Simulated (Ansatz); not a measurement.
A nudged elastic band was laid between two geometries of BFH3NO (7 atoms, charge 0, multiplicity 1).

The calculation used RKS PBE-D4/def2-SVP in Ansatz.

```json
{
  "movable images": "5",
  "climbing image": "yes",
  "spring": "5.0 eV/Å²",
  "optimiser": "quadratic models (default)",
  "start path": "IDPP",
  "force threshold": "0.05 eV/Å",
  "iteration limit": "60",
  "end points": "relaxed"
}
```

Image 0:

```xyz
7
Properties=species:S:1:pos:R:3
N -0.531 0.756 -0.029
B 0.042 -0.515 -0.291
O 1.116 -1.060 0.368
F -0.500 -1.271 -1.269
H -1.330 1.091 -0.565
H -0.209 1.409 0.681
H 1.472 -0.479 1.060
```

Image 6:

```xyz
7
Properties=species:S:1:pos:R:3
N -0.716 0.792 -0.173
B 0.132 -0.332 -0.095
O 1.157 -0.382 0.819
F -0.070 -1.381 -0.936
H -0.606 1.601 0.434
H -1.481 0.854 -0.840
H 1.645 -1.220 0.745
```

(1) What changes between the two ends?

(2) Give the energies along the band, and the barrier.

(3) What is the geometry of the highest image?

The band took 18 iterations and of the order of 2.4 core-minutes.

## Answers

(1) No bond is made or broken. The dihedral H5–N1–B2–F4 goes from 0 to -180°.

(2) The forces met the threshold. The highest image is number 2 of 0 to 6, 0.48 eV above the first end and 0.59 eV above the last; the last end lies 0.11 eV below the first. The profile has 2 maxima (images 2, 5) with wells between them (image 4): this band takes more than one step, which may be the mechanism or a detour left from its start path. A vibrational analysis at the climbing image gives one clearly imaginary mode, 353i cm⁻¹: a first-order saddle point.

```tsv
image	path coordinate (Å)	energy (eV)	dihedral H5–N1–B2–F4 (°)
0	0.00	0.00	0
1	0.86	0.23	-17
2	1.72	0.48	-57
3	2.63	0.21	-120
4	3.53	0.00	173
5	4.43	0.20	-179
6	5.34	-0.11	-180
```

(3) 
```xyz
7
Properties=species:S:1:pos:R:3
N -0.383 0.859 0.135
B 0.036 -0.522 -0.136
O 1.322 -0.929 0.048
F -0.816 -1.469 -0.580
H -0.796 1.284 -0.708
H -1.144 0.877 0.827
H 1.842 -0.168 0.368
```

Run time: 2.4 min on 1 thread of Intel(R) Xeon(R) Platinum 8488C (Sapphire Rapids), on a shared host, peak memory 0.24 GiB.
